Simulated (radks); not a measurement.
The numbers below are computed, except where a source is named.
Question: These are the eigenvalues of the occupied orbitals of an atom or ion with whole-number occupations (hartree). Level of theory: scalar-relativistic Kohn-Sham, SCAN, spin-polarised, spherical densities, finite nucleus; meta-GGA in the generalised Kohn-Sham scheme; Fermi nuclear charge, rms radius of each element as measured or else 0.836 A^(1/3) + 0.57 fm (a radial shooting solver on a logarithmic mesh with Libxc functionals).

orbital  eigenvalue
1s up     -1561.947
1s down   -1561.404
2s up     -351.4062
2s down   -350.6068
2p up     -329.7511
2p down   -328.7597

Which element is it, and in what charge state? The configuration may be excited. Open shells, if any, are filled with parallel spins first.

Answer: Z = 57, lanthanum, charge +48: La48+ in [He] 2s2 2p5. The list shows which subshells hold electrons but not how many an open one holds; the 1s level, -1561.9 hartree, gives Z - s = 55.9 by -(Z - s)^2/2, which with screening and relativity narrows Z to a few neighbours, and the depths of the outer levels then fix element, charge and occupations together.
